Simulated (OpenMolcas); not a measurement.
**Rh5+ in a point-charge field**

Rh5+ among 6 point charges of -1.7 e arranged as a trigonal antiprism (D3d), 2.01 Å from the ion, with a polar angle of 52.0° against the regular 54.74°.
```
   0.0000    1.5839    1.2375  -1.70
  -1.3717   -0.7919    1.2375  -1.70
   1.3717   -0.7919    1.2375  -1.70
   0.0000   -1.5839   -1.2375  -1.70
   1.3717    0.7919   -1.2375  -1.70
  -1.3717    0.7919   -1.2375  -1.70
```

```yaml
Program: OpenMolcas
Method: CASSCF
Basis: ANO-RCC-VDZP [6s5p3d1f]
Scalar_Hamiltonian: DKH2, point nucleus
Active_space: 4 electrons in 5 orbitals (4d)
State_averaging: 2S+1 = 5 even, 5 roots; 2S+1 = 3 even, 45 roots; 2S+1 = 1 even, 50 roots
Spin-orbit_coupling: state interaction with AMFI integrals over the reference wave functions
```

The lowest spin-free states (labels of D3, the rotations of D3d), above the lowest:

| State | Degeneracy | E (cm-1) | Free-ion L (%) |
| --- | --- | --- | --- |
| 5E | 2 | 0.0 | D (100) |
| 5A1 | 1 | 3403 | D (100) |
| 5E | 2 | 5410 | D (100) |
| 3E | 2 | 18868 | H (65) |
| 3A2 | 1 | 19686 | H (69) |
| 3E | 2 | 21870 | H (94) |
| 3A2 | 1 | 22650 | H (45) |
| 3E | 2 | 22965 | H (57) |
| 3A1 | 1 | 23449 | H (63) |
| 3E | 2 | 23549 | H (50) |
| 3A2 | 1 | 25207 | F (98) |
| 3E | 2 | 26152 | H (64) |
| 3A1 | 1 | 26670 | G (77) |
| 3E | 2 | 27131 | F (40) |
| 3A2 | 1 | 27715 | H (59) |
| 3A1 | 1 | 27801 | F (44) |
| 3E | 2 | 28777 | G (73) |
| 3A2 | 1 | 29726 | G (68) |
| 1A1 | 1 | 29806 | I (50) |
| 3E | 2 | 29809 | G (53) |

The lowest levels with spin-orbit coupling:

| E (cm-1) | Degeneracy | Label | 2S+1 | g |
| --- | --- | --- | --- | --- |
| 0.0 | 1 | A1 | 5 |  |
| 340.9 | 2 | E | 5 | 0.00 0.00 4.29 |
| 872.0 | 1 | A2 | 5 |  |
| 1095 | 2 | E | 5 | 0.00 0.00 1.84 |
| 1300 | 2 | E | 5 | 0.00 0.00 3.42 |
| 1667 | 1 | A1 | 5 |  |
| 1765 | 1 | A2 | 5 |  |
| 4986 | 2 | E | 5 | 0.00 0.00 6.62 |
| 5227 | 1 | A1 | 5 |  |
| 5231 | 2 | E | 5 | 0.00 0.00 2.98 |
| 5907 | 1 | A2 | 5 |  |
| 6008 | 1 | A1 | 5 |  |
| 6664 | 2 | E | 5 | 0.00 0.00 1.74 |
| 7215 | 2 | E | 5 | 0.00 0.00 2.68 |
| 7671 | 1 | A2 | 5 |  |
| 7773 | 1 | A1 | 5 |  |
| 8198 | 2 | E | 5 | 0.00 0.00 11.33 |
| 18641 | 1 | A1 | 3 |  |
| 19772 | 1 | A2 | 3 |  |
| 19815 | 2 | E | 3 | 0.00 0.00 0.25 |

Powder χT (cm3 K/mol): 0.00924 at 2 K, 0.0462 at 10 K, 0.231 at 50 K, 0.462 at 100 K, 0.84 at 200 K, 1.07 at 300 K. The effective moment at 300 K is 2.828 √(χT) = 2.93 μB.

The lowest level has 2S+1 = 5, for which the spin-only value is χT = S(S+1) / 2 = 3.000 cm3 K/mol (g = 2). The computed 1.073 at 300 K differs by -1.927, through orbital momentum, spin-orbit coupling and any other state in reach.

An orbital doublet at a regular site is open to a Jahn-Teller distortion, which this geometry leaves out. Without dynamic correlation the repulsion within the d shell is too large (B by tens of per cent), so at a given field states of lower spin stand too high. Point charges give a weaker field than real ligands, and real ions of this kind are as a rule low spin; the high spin found here belongs to the model. This is an electrostatic model: the charges have no orbitals. No measured value stands beside these numbers.

With an even number of electrons the g values are those of a degenerate or nearly degenerate non-Kramers pair.
